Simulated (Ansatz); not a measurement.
Start from `C[NH][GeH2][CH3]` and change one atom or group to get `C[NH][GeH2][SiH3]`.

Ansatz, PBE0-D4/def2-TZVP geometries, multiplicity 1. Each molecule was computed in one conformer, which needn't be the lowest.

Scalar relativity is left out up to krypton.

| property | `C[NH][GeH2][CH3]` |
| --- | --- |
| HOMO–LUMO gap (PBE0/def2-TZVPP) / eV | 7.28 |
| HOMO–LUMO gap (PBE/def2-TZVPP) / eV | 5.10 |
| size of the dipole moment (B3LYP/def2-TZVPP) / D | 1.27 |
| HOMO energy (B3LYP/def2-TZVPP) / eV | -6.22 |
| HOMO energy (PBE0/def2-TZVPP) / eV | -6.44 |
| HOMO–LUMO gap (ωB97M-V/def2-TZVPP) / eV | 11.09 |

Task: What does the change do to each property? (Best estimate.)

Result: Computed: 
| property | `C[NH][GeH2][SiH3]` | shift |
| --- | --- | --- |
| HOMO–LUMO gap (PBE0/def2-TZVPP) / eV | 6.49 | -0.79 |
| HOMO–LUMO gap (PBE/def2-TZVPP) / eV | 4.39 | -0.71 |
| size of the dipole moment (B3LYP/def2-TZVPP) / D | 0.80 | -0.47 |
| HOMO energy (B3LYP/def2-TZVPP) / eV | -6.27 | -0.05 |
| HOMO energy (PBE0/def2-TZVPP) / eV | -6.49 | -0.05 |
| HOMO–LUMO gap (ωB97M-V/def2-TZVPP) / eV | 10.38 | -0.71 |

With PBE0 the HOMO falls by 0.05 eV and the LUMO falls by 0.84 eV, so the gap narrows by about 0.79 eV. PBE moves the HOMO by -0.14 eV and ωB97M-V by 0.07 eV. Dipoles are sizes alone; their direction can turn.

B3LYP here is the variant with VWN-RPA as its local correlation; programs differ in this.
